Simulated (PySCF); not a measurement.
# Electric properties by functional and basis

Species: C₂H₄ClGeN.
SMILES: `N#C[CH2][GeH2][Cl]`

PySCF, dipoles from the SCF density, polarisabilities from static response with core orbitals frozen. Isolated species at its PBE0-D3(BJ)/def2-SVP geometry (one conformer only). Relativistic effects, spin–orbit coupling among them, are left out although an element past zinc is present.

Compare the levels for these properties.

```
              level  μ (D)  α (Å³)  anisotropy (Å³)
      LDA/def2-SVPD  4.762   11.06             3.02
      PBE/def2-SVPD  4.629   10.91             2.98
    B3LYP/def2-SVPD  4.745   10.63             2.79
     PBE0/def2-SVPD  4.771   10.50             2.76
BHandHLYP/def2-SVPD  4.894   10.23             2.59
CAM-B3LYP/def2-SVPD  4.840   10.45             2.65
  wB97X-D/def2-SVPD  4.848   10.42             2.66
  LC-wPBE/def2-SVPD  4.874   10.17             2.54
       HF/def2-SVPD  5.066    9.83             2.38
        PBE0/6-31G*  4.781    8.41             2.74
      PBE0/def2-SVP  4.546    8.55             2.63
   PBE0/aug-cc-pVDZ  4.774   10.62             2.88
     PBE0/def2-TZVP  4.730    9.91             2.88
    PBE0/def2-TZVPD  4.744   10.68             2.84
```

The anisotropy is √(½[(α1 − α2)² + (α2 − α3)² + (α3 − α1)²]). The dipole runs from 4.55 D (PBE0/def2-SVP) to 5.07 D (HF/def2-SVPD). No reference polarisability is at hand; against PBE0 in the largest diffuse basis at hand (def2-TZVPD) the other PBE0 rows deviate by 6-31G* -21%, def2-SVP -20%, def2-SVPD -2%, aug-cc-pVDZ -1%, def2-TZVP -7%. In one basis (def2-SVPD) the functionals order the polarisability from HF (lowest) to LDA (highest), a spread of 12%. With PBE0 the polarisability is 8.96 Å³ without diffuse functions (mean of 6-31G*, def2-SVP and def2-TZVP) and 10.60 Å³ with them (mean of def2-SVPD, aug-cc-pVDZ and def2-TZVPD).
